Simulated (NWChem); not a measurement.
Program: NWChem. System: Cl2Sn, charge 0, spin multiplicity 1, at a geometry optimised with PBE/def2-SVP with def2 effective core potentials on Sn. The structure started from a generated list of species. Level: MP2/def2-SVPD with def2 effective core potentials on Sn, 14 core orbitals frozen.

Part of the output:

```
             Northwest Computational Chemistry Package (NWChem) 7.3.0
             --------------------------------------------------------

                                NWChem Input Module
                                -------------------

 Scaling coordinates for geometry "geometry" by  1.889725989
 (inverse scale =  0.529177249)

 Turning off AUTOSYM since
 SYMMETRY directive was detected!

                             Geometry "geometry" -> ""
                             -------------------------

 Output coordinates in angstroms (scale by  1.889725989 to convert to a.u.)

  No.       Tag          Charge          X              Y              Z
 ---- ---------------- ---------- -------------- -------------- --------------
    1 Sn                  50.0000     0.00000000     0.00000000     0.62664500
    2 Cl                  17.0000     1.84923900     0.00000000    -0.92153700
    3 Cl                  17.0000    -1.84923900     0.00000000    -0.92153700

 Effective nuclear repulsion energy (a.u.)     414.3572851231

            Nuclear Dipole moment (a.u.)
            ----------------------------
        X                 Y               Z
 ---------------- ---------------- ----------------
     0.0000000000     0.0000000000    -0.0000151178

      Symmetry information
      --------------------

 Group name             C2v
 Group number             16
 Group order               4
 No. of unique centers     2

      Symmetry unique atoms

     1    2


 Summary of "ao basis" -> "" (spherical)
 ------------------------------------------------------------------------------
       Tag                 Description            Shells   Functions and Types
 ---------------- ------------------------------  ------  ---------------------
 *                         def2-svpd                  on all atoms

 Summary of "ao basis" -> "ao basis" (spherical)
 ------------------------------------------------------------------------------
       Tag                 Description            Shells   Functions and Types
 ---------------- ------------------------------  ------  ---------------------
 Sn                        def2-svpd                12       32   5s4p3d
 Cl                        def2-svpd                11       27   5s4p2d

                                 NWChem SCF Module
                                 -----------------

  ao basis        = "ao basis"
  functions       =    86
  atoms           =     3
[...]
    Atom       Charge   Shell Charges
 -----------   ------   -------------------------------------------------------
    1 Sn  22    20.64   1.60  0.43  1.31  0.40 -0.07  3.27  2.72  0.71  0.17  9.79  0.33 -0.03
    2 Cl  17    17.68   2.00  1.99  1.21  0.76  0.06  5.94  2.06  3.36  0.27  0.01  0.02
    3 Cl  17    17.68   2.00  1.99  1.21  0.76  0.06  5.94  2.06  3.36  0.27  0.01  0.02

       Multipole analysis of the density wrt the origin
       ------------------------------------------------

     L   x y z        total         open         nuclear
     -   - - -        -----         ----         -------
     0   0 0 0     -0.000000      0.000000     56.000000

     1   1 0 0      0.000000      0.000000      0.000000
     1   0 1 0      0.000000      0.000000      0.000000
     1   0 0 1      1.507047      0.000000    -33.157261

     2   2 0 0    -43.938290      0.000000    415.205097
     2   1 1 0     -0.000000      0.000000      0.000000
     2   1 0 1      0.000000      0.000000      0.000000
     2   0 2 0    -34.985710      0.000000      0.000000
     2   0 1 1     -0.000000      0.000000      0.000000
     2   0 0 2    -38.564363      0.000000    133.960914

                   NWChem MP2 Semi-direct Energy/Gradient Module
                   ---------------------------------------------

  Basis functions       =     86
  Molecular orbitals    =     86
  Frozen core           =     14
  Frozen virtuals       =      0
  Active alpha occupied =     14
  Active beta occupied  =     14
  Active alpha virtual  =     58
  Active beta virtual   =     58
  Use MO symmetry       = T
  Use skeleton AO sym   = T

  AO/Fock/Back tols     =   1.0D-09  1.0D-09  1.0D-09

 GA uses MA = F    GA memory limited = T

 Available:
  local mem=  1.26D+08
 global mem=  1.44D+08
 local disk=  0.00D+00
  mp2_memr nvloc                    58
  nvloc new                    58
   1 passes of  14:        3145728                      35793                  10067560.
   1 passes of  14: M    126147654           G      144164408           F     123001926.

 Semi-direct pass number   1 of   1  for RHF alpha+beta  at        1.5s
  vrange nnbf                  3642
  mp2_eaftype                    38  avail_ma_in_mb                  1099
 EAF : mp2_eaftype filesize          38    5033780.
  mp2_eaf for mointskh                     38
Node 0 wrote     23.7 Mb in      0.0 s     Agg I/O rate:  1039.9 Mb/s
 Done moints_semi at        4.6s
  mp2_eaftype                    38  avail_ma_in_mb                  1061
 EAF : mp2_eaftype filesize          38    5033780.
  mp2_eaf for kh                    38
 Done maket at        4.8s
 Done multipass loop at        4.8s

          -------------------------------------------
          SCF energy               -1132.189318968797
          Correlation energy          -0.379587280701
          Singlet pairs               -0.224116238277
          Triplet pairs               -0.155471042424
          Total MP2 energy         -1132.568906249498
          -------------------------------------------

          ---------------------------------------------------
                    Spin Component Scaled (SCS) MP2
          Same spin pairs                     -0.103647361616
          Same spin scaling factor             0.333333333333
          Opposite spin pairs                 -0.275939919085
          Opposite spin scaling fact.          1.200000000000
          SCS-MP2 correlation energy          -0.365677023441
          Total SCS-MP2 energy             -1132.554995992238
          ---------------------------------------------------

 -----------------------
 Performance information
 -----------------------

 Timer overhead =  1.36D-07 seconds/call

               Nr. of calls         CPU time (s)                 Wall time (s)                GFlops
             ---------------    -------------------     ------------------------------   -------------------
Name         Min   Avg   Max    Min     Avg     Max     Min     Avg     Max   Mx/calls   Min     Max     Sum
mp2: moin     1     1     1    3.1     3.1     3.1      3.1     3.1     3.1     3.1      0.0     0.0     0.0
mp2: make     1     1     1   0.18    0.18    0.18     0.18    0.18    0.18    0.18      0.0     0.0     0.0
mp2: tota     1     1     1    3.4     3.4     3.4      3.4     3.4     3.4     3.4      0.0     0.0     0.0

 The average no. of pstat calls per process was 3.00D+00
 with a timing overhead of 4.09D-07s

 Task  times  cpu:        4.8s     wall:        4.8s

 Total times  cpu:        4.8s     wall:        4.8s
```

Task: Write an NWChem input that would produce this output.

Result: One answer among several that fit: 
```
start mol
memory heap 200 mb stack 900 mb global 1100 mb
geometry units angstroms nocenter noautoz
  Sn     0.000000     0.000000     0.626645
  Cl     1.849239     0.000000    -0.921537
  Cl    -1.849239     0.000000    -0.921537
  symmetry group C2v
end
basis spherical
  * library def2-svpd
end
ecp
  Sn library def2-ecp
end
scf
  rhf
  nopen 0
  maxiter 100
  thresh 1e-7
  semidirect memsize 60000000 filesize 0
end
mp2
  freeze core 14
end
task mp2 energy
```
